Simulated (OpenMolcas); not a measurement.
**S2+: effect of correlating more closed shells**

```json
{
  "Program": "OpenMolcas 26.06",
  "Basis": "ANO-RCC-VQZP [6s5p3d2f1g]",
  "Scalar Hamiltonian": "DKH2, point nucleus",
  "Active space": "4 electrons in 4 orbitals (3s 3p)",
  "State averaging": "2S+1 = 3 even, 6 roots; 2S+1 = 1 even, 12 roots; 2S+1 = 5 odd, 1 root; 2S+1 = 3 odd, 9 roots; 2S+1 = 1 odd, 8 roots",
  "Spin-orbit coupling": "state interaction with AMFI integrals over the reference wave functions, term energies averaged over their components"
}
```

Methods on the same reference wave functions:
A. CASSCF
B. MS-CASPT2, IPEA 0.25 Eh, imaginary shift 0.1 Eh (closed shells correlated: none)
C. MS-CASPT2, IPEA 0.25 Eh, imaginary shift 0.1 Eh (closed shells correlated: 2s 2p)

Energies in cm-1 above 3s2 3p2 3P0, the measured ground level; measured values from NIST levels in Podobedova, Kelleher and Wiese, J. Phys. Chem. Ref. Data 38, 171 (2009).

```
       Level       A       B       C  Measured
 3s2 3p2 3P0     0.0     0.0     0.0       0.0
 3s2 3p2 3P1     263     265     265       299
 3s2 3p2 3P2     743     744     745       833
 3s2 3p2 1D2   14303   10720   10640     11323
 3s2 3p2 1S0   25869   25240   25270     27161
3s 3p3 5S* 2   45869   54600   55290     58672
3s 3p3 3D* 2   93497   81250   81440     84047
3s 3p3 3D* 1   93500   81250   81440     84019
3s 3p3 3D* 3   93510   81260   81450     84099
3s 3p3 3P* 0  107249   99630   99760     98772
3s 3p3 3P* 1  107254   99630   99760     98766
3s 3p3 3P* 2  107263   99640   99770     98745
3s 3p3 1D* 2  145828  125010  124460    151979
     3p4 3P2  221675  208780  208490          
     3p4 3P1  222172  209410  209140          
     3p4 3P0  222404  209640  209360          
     3p4 1D2  235628  209790  209440          
     3p4 1S0  264993  240580  239940
```

Deviations, from unrounded energies. A percentage is the sum of absolute deviations over the sum of measured energies, with the sign that they share, or ± where signs differ.

```tsv
Against measurement	Levels	A	B	C
mean absolute deviation (cm-1)	12	6400	3700	3700
fine structure of the ground term (%)	2	-11.1	-10.8	-10.8
other terms of the ground configuration (%)	2	±11.1	-6.6	-6.7
other configurations (%)	8	±9.6	±5.5	±5.5
```

B, C lie about equally close to measurement and A furthest from it. The largest miss of C in the table is 3s 3p3 1D* 2, by -28000 cm-1. The ranking rests on the paired levels alone, and a cruder setting can come out closer through cancelling errors.

Between B and C the level of the table that moves most is 3s 3p3 5S* 2, by 690 cm-1 (lowest in B, highest in C). Moves below CASPT2's spread within the term are not significant.

The mean deviations of B to C differ by less than CASPT2's widest spread within a term (1400 cm-1), so their order carries little weight.

From A to B the spin-free energies of the other terms of 3s2 3p2 shown, above 3P, scale by factors of 0.74 to 0.98.

The lowest spin-free term lies below A's lowest term by 0.069 hartree in B, 0.111 hartree in C.

What an inner shell adds also hangs on whether the basis holds functions to correlate it.

CASPT2 breaks the degeneracy within a term, and the mean is taken; among the terms shown or strongly mixed into the levels shown the widest spread is 1400 cm-1 (3s 3p3 3D*, C). Over all roots computed the reference weight is 0.85 to 0.99 in B, 0.85 to 0.99 in C; the roots of lowest weight are the least certain, and an intruder state may touch them. Terms of s pⁿ other than that of highest spin mix with s² pⁿ⁻² d, which this space lacks; all of them can be thousands of cm-1 off, and some have no real level of that name. The CASPT2 spread within a term exceeds the gap to the next term for 3p4 3P and 3p4 1D, so the order of their levels is uncertain, and so are names and mixing where such terms share a J (holds for B; C). Computed and measured levels are paired by configuration, term and J; levels that our copy of the source lacks, or whose pairing is in doubt (as where it misses far off the trend of its configuration), stay unpaired and out of the deviations. Only configurations of the active space appear. The table leaves out levels that lie high or whose names do not pair safely across all columns.

* marks odd parity.
